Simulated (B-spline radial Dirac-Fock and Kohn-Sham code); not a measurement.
These are calculated numbers from an atomic code on a B-spline grid; the model is Dirac-Fock energy differences between relaxed states, corrected for Breit and QED terms. Free neutral atoms.

Question: Order these X-ray lines by photon energy, lowest first.
A. Co Kβ1
B. W Lℓ
C. Re Lℓ
D. Ho Lγ2
E. Dy Lγ1
F. Hf Lℓ

Answer: F (6954.7 eV), B (7379.7 eV), C (7595.9 eV), A (7646.7 eV), E (8413.1 eV), D (9045.9 eV).
